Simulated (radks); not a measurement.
Question: All-electron atom: Ba2+ in [Xe] (the NIST ground configuration). Method: scalar-relativistic Kohn-Sham, RPBE, spin-unpolarised, spherical densities, point nucleus; computed with a radial shooting solver on a logarithmic mesh with Libxc functionals. Some entries of the table are withheld. Estimate them.

| orbital | occ. | eigenvalue (eV) | <1/r> (bohr^-1) |
|---|---|---|---|
| 1s | 2 | -37274.66 | 60.71 |
| 2s | 2 | -5902.206 | 13.96 |
| 2p | 6 | -5293.141 | 13.27 |
| 3s | 2 | -1255.795 | 5.045 |
| 3p | 6 | -1060.592 | 4.785 |
| 3d | 10 | -777.3942 | 4.535 |
| 4s | 2 | -256.4473 | (1) |
| 4p | 6 | -193.5003 | 1.919 |
| 4d | 10 | -102.1292 | 1.654 |
| 5s | 2 | -45.9327 | 0.8054 |
| 5p | 6 | -30.8770 | (2) |
| 6s | 0 | -12.4425 | (3) |
| 4f | 0 | (4) | 0.9534 |

Answer: 
(1) 4s <1/r> (bohr^-1): 2.083
(2) 5p <1/r> (bohr^-1): 0.6854
(3) 6s <1/r> (bohr^-1): 0.3227
(4) 4f eigenvalue (eV): -10.2933
